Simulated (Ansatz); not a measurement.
This geometry of CH₄BOSb (8 atoms, charge 0, multiplicity 1) is a first-order saddle point.

Computed with Ansatz, RKS PBE-D4/def2-SVP.

```xyz
8
Properties=species:S:1:pos:R:3
O -0.472 1.191 -0.617
Sb -1.777 -0.715 -0.350
B 0.146 0.464 0.492
C 0.440 -0.994 0.048
H -0.149 1.938 -1.143
H 0.312 1.023 1.557
H 0.958 -1.237 -0.896
H 0.634 -1.727 0.855
```

(1) Which two structures does it join? (They come from a converged band through this point; their orientation in space is the band's.)

(2) How far does it lie above each of them?

## Answers

(1) No bond is made or broken. The dihedral H5–O1–B3–H6 goes from -14 to 147°.

Image 0:

```xyz
8
Properties=species:S:1:pos:R:3
O -0.083 1.141 -0.886
Sb -1.805 -0.454 -0.371
B 0.273 0.437 0.355
C 0.322 -1.083 0.069
H -0.309 2.075 -0.699
H 0.497 1.073 1.363
H 0.790 -1.502 -0.838
H 0.407 -1.744 0.951
```

Image 8:

```xyz
8
Properties=species:S:1:pos:R:3
O -0.314 1.415 -0.539
Sb -1.855 -0.363 -0.187
B 0.191 0.527 0.540
C 0.348 -0.929 0.044
H 0.047 1.148 -1.408
H 0.361 1.048 1.618
H 0.789 -1.196 -0.934
H 0.524 -1.707 0.810
```

(2) 0.48 eV above the first and 0.37 eV above the second. This is the barrier of this one path; another mechanism may lie lower.

The run took 3.1 min on 1 CPU thread of a shared host.
